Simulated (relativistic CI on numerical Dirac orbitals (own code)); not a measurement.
Line list: Electric-dipole lines, Tb⁵⁰⁺

Calculated at this level of theory: Dirac-Coulomb-Breit CI, KLI orbitals optimised for each configuration, model QED (radiative potential, 1s self-energy scaled to tabulated hydrogen-like ionisation energies), unscaled Slater integrals (own radial code, finite nucleus).

CI space (outside the closed core [Ne]): 3s²3p³, 3s3p⁴, 3s²3p²3d, 3p⁵, 3s3p³3d, 3p⁴3d, 3s3p²3d², 3s²3p3d4p, 3p⁴4s, 3s3p²3d4s, 3s²3p²4s, 3p⁴4p, 3s²3p²4p, 3p³3d4p, 3s²3p²4d, 3s3p³4s, 3s²3p²4f, 3s3p³4p, 3s3p³4d, 3s3p³4f, 3s²3p²5s, 3s²3p²5p, 3s²3p4s4p, 3s²3p²5d, 3s²3p²5f, 3s²3p²5g, 3s3p²4s², 3s3p³5s, 3s²3p3d², 3s²3d³, 3s3p3d³, 3s²3d²4s, 3s²3d²4p, 3s²3d²4d, 3p³3d², 3p²3d³, 3p²3d²4s, 3p²3d²4p, 3p²3d²4d, 3s²3p3d4s, 3s3p3d²4s, 3s²3d4s², 3s²3d4s4p, 3s²3d4s4d, 3s3p²3d4p, 3s3p3d²4p, 3s3p3d4s4p, 3s3p3d4p², 3s3p3d4p4d, 3p³3d4s, 3p²3d4s², 3p²3d4s4p, 3p²3d4s4d, 3s²3p4s², 3s3p3d4s², 3s²4s²4p, 3s²4s²4d, 3s²3p4p², 3s²3d4p², 3s²4s4p², 3s²4p³, 3s²4p²4d, 3s3p²4s4p, 3s3p4s²4p, 3s3p4s4p², 3s3p4s4p4d. Double excitations out of closed p, d and f shells are left out; levels of such configurations are missing from the list, as are those of other unlisted configurations, and high levels can miss mixing partners. These lack a partner that the ground configuration has and come out too high: 3s²3p²4f, 3s3p³4d, 3s3p³4f, 3s²3p²5s, 3s²3p²5p.

| λ vac (nm) | Lower | Upper | A (s⁻¹) | gf | Branching (%) |
| --- | --- | --- | --- | --- | --- |
| 2.9298 | 3s²3p²3d ²D3/2 [4] | 3s²3p3d² ⁴F°3/2 [54] | 2.45e+12 | 1.26e+00 | 98.2 |
| 2.9389 | 3s²3p²3d ²D5/2 [6] | 3s²3p3d² ²P°3/2 [66] | 2.05e+12 | 1.06e+00 | 93.6 |
| 2.9461 | 3s²3p²3d ²G7/2 [13] | 3s²3p3d² ²G°7/2 [125] | 1.22e+12 | 1.27e+00 | 53.5 |
| 2.9492 | 3s²3p²3d ⁴D7/2 [18] | 3s²3p3d² ⁴P°5/2 [139] | 1.27e+12 | 9.95e-01 | 76.0 |
| 2.9540 | 3s²3p²3d ²D3/2 [4] | 3s²3p3d² ⁴D°1/2 [53] | 1.64e+12 | 4.29e-01 | 99.1 |
| 2.9747 | 3s²3p²3d ²D5/2 [15] | 3s²3p3d² ²P°3/2 [131] | 1.61e+12 | 8.56e-01 | 50.8 |
| 2.9763 | 3s²3p³ ²P°3/2 [1] | 3s²3p²3d ²P1/2 [17] | 1.72e+12 | 4.56e-01 | 99.7 |
| 2.9773 | 3s²3p³ ²P°3/2 [1] | 3s²3p²3d ²D3/2 [16] | 2.35e+12 | 1.25e+00 | 100.0 |
| 2.9879 | 3s²3p²3d ²D5/2 [6] | 3s²3p3d² ²F°7/2 [65] | 1.20e+12 | 1.29e+00 | 87.1 |
| 2.9903 | 3s²3p³ ⁴S°3/2 [2] | 3s²3p²3d ⁴P1/2 [46] | 1.84e+12 | 4.93e-01 | 93.6 |
| 2.9933 | 3s²3p²3d ⁴D7/2 [18] | 3s²3p3d² ⁴F°7/2 [135] | 9.23e+11 | 9.91e-01 | 49.3 |
| 2.9948 | 3s²3p²3d ²D5/2 [6] | 3s²3p3d² ⁴D°5/2 [64] | 1.93e+12 | 1.56e+00 | 94.1 |
| 2.9976 | 3s²3p³ ⁴S°3/2 [2] | 3s²3p²3d ²D3/2 [44] | 1.11e+12 | 5.96e-01 | 58.9 |
| 2.9991 | 3s²3p²3d ²F7/2 [22] | 3s²3p3d² ²G°9/2 [147] | 8.75e+11 | 1.18e+00 | 59.5 |
| 3.0040 | 3s3p³3d ⁴F°7/2 [30] | 3s3p²3d² ⁶D7/2 [189] | 1.31e+12 | 1.42e+00 | 80.5 |
| 3.0157 | 3s²3p³ ⁴S°3/2 [2] | 3s²3p²3d ²D5/2 [42] | 4.60e+11 | 3.76e-01 | 34.2 |
| 3.0222 | 3s3p⁴ ⁴P5/2 [7] | 3s3p³3d ⁴P°3/2 [85] | 1.09e+12 | 5.97e-01 | 71.3 |
| 3.0312 | 3s²3p²3d ²D3/2 [16] | 3s²3p3d² ²P°3/2 [131] | 1.29e+12 | 7.11e-01 | 40.6 |
| 3.0340 | 3s²3p³ ²P°3/2 [1] | 3s²3p²3d ²D5/2 [15] | 1.34e+12 | 1.11e+00 | 99.7 |
| 3.0511 | 3s²3p³ ²P°1/2 [5] | 3s²3p²3d ²D3/2 [50] | 1.22e+12 | 6.79e-01 | 94.9 |
| 3.0747 | 3s²3p³ ²D°5/2 [3] | 3s²3p²3d ²D3/2 [44] | 6.56e+11 | 3.72e-01 | 34.9 |
| 3.0773 | 3s3p⁴ ⁴P5/2 [7] | 3s3p³3d ⁴D°7/2 [82] | 6.48e+11 | 7.36e-01 | 64.4 |
| 3.0833 | 3s3p⁴ ⁴P5/2 [7] | 3s3p³3d ⁴P°5/2 [81] | 9.78e+11 | 8.36e-01 | 79.3 |
| 3.0903 | 3s²3p³ ²D°5/2 [3] | 3s²3p²3d ²F7/2 [43] | 9.44e+11 | 1.08e+00 | 100.0 |
| 3.0907 | 3s²3p²3d ²G9/2 [20] | 3s²3p3d² ⁴G°11/2 [134] | 6.93e+11 | 1.19e+00 | 99.7 |
| 3.0938 | 3s²3p³ ²D°5/2 [3] | 3s²3p²3d ²D5/2 [42] | 8.84e+11 | 7.61e-01 | 65.7 |
| 3.1163 | 3s²3p²3d ²G9/2 [20] | 3s²3p3d² ⁴G°9/2 [133] | 1.27e+12 | 1.85e+00 | 78.4 |
| 3.1360 | 3s²3p²3d ²D5/2 [15] | 3s²3p3d² ²G°7/2 [125] | 9.13e+11 | 1.08e+00 | 39.9 |
| 3.1819 | 3s²3p²3d ²D3/2 [16] | 3s²3p3d² ⁴F°5/2 [126] | 1.14e+12 | 1.03e+00 | 40.4 |
| 3.2260 | 3s²3p²3d ²D3/2 [4] | 3s²3p3d² ⁴G°5/2 [39] | 6.86e+11 | 6.42e-01 | 98.0 |
| 3.4256 | 3s²3p²3d ²G9/2 [20] | 3s3p³3d ⁴D°7/2 [117] | 7.48e+11 | 1.05e+00 | 62.5 |
| 3.4339 | 3s²3p²3d ²G7/2 [13] | 3s3p³3d ²F°5/2 [91] | 9.38e+11 | 9.95e-01 | 64.2 |
| 3.4528 | 3s²3p²3d ²G7/2 [13] | 3s3p³3d ²G°7/2 [90] | 5.19e+11 | 7.43e-01 | 42.1 |
| 3.4568 | 3s²3p³ ²D°5/2 [3] | 3s3p⁴ ²P3/2 [35] | 8.30e+11 | 5.95e-01 | 75.4 |
| 3.5024 | 3s²3p²3d ²D3/2 [4] | 3s3p³3d ²F°5/2 [34] | 4.55e+11 | 5.02e-01 | 90.7 |
| 3.5559 | 3s²3p³ ²P°3/2 [1] | 3s3p⁴ ²P3/2 [8] | 3.53e+11 | 2.68e-01 | 91.0 |
| 3.5864 | 3s²3p²3d ²D5/2 [6] | 3s3p³3d ²F°7/2 [45] | 3.37e+11 | 5.20e-01 | 67.9 |
| 3.6593 | 3s²3p³ ²D°5/2 [3] | 3s3p⁴ ²D5/2 [31] | 4.71e+11 | 5.67e-01 | 97.3 |
| 3.7028 | 3s²3p³ ⁴S°3/2 [2] | 3s3p⁴ ⁴P3/2 [28] | 4.54e+11 | 3.73e-01 | 91.4 |
| 3.7527 | 3s²3p²3d ²G7/2 [13] | 3s3p³3d ⁴G°9/2 [78] | 3.07e+11 | 6.48e-01 | 90.2 |
| 4.5706 | 3s²3p²3d ²F7/2 [43] | 3s²3p3d² ²G°9/2 [147] | 5.33e+11 | 1.67e+00 | 36.3 |
| 4.5722 | 3s²3p³ ²P°3/2 [14] | 3s²3p²3d ²D5/2 [63] | 5.73e+11 | 1.08e+00 | 98.8 |
| 4.5898 | 3s²3p³ ⁴S°3/2 [2] | 3s²3p²3d ²D5/2 [23] | 4.09e+11 | 7.75e-01 | 83.5 |
| 4.7858 | 3s²3p³ ²D°5/2 [3] | 3s²3p²3d ²F7/2 [22] | 2.69e+11 | 7.38e-01 | 100.0 |
| 4.8271 | 3s3p⁴ ²P3/2 [8] | 3s3p³3d ²F°5/2 [48] | 2.50e+11 | 5.24e-01 | 47.2 |

Terms are leading LS components. Brackets give the number of a level in order of energy, since labels repeat. The list gives strong lines, with weight on those to low levels, without lines whose two gauges differ by over a factor of 2.5, among the lowest 400 of 7833 levels, so that lines to higher ones, which can be the strongest, are missing. Levels whose partners in the same complex of configurations lie outside the list can be far off, and so can their lines. Rates are taken at the computed energies, electric ones in the length gauge.

At this charge energies of transitions that change n are usually good to better than 1 %, and those within a shell (Δn = 0) to a few per cent.

LS names give the leading component of a level, which can be under half, so a name can repeat, a term be missing and a line seem to break the LS rules.
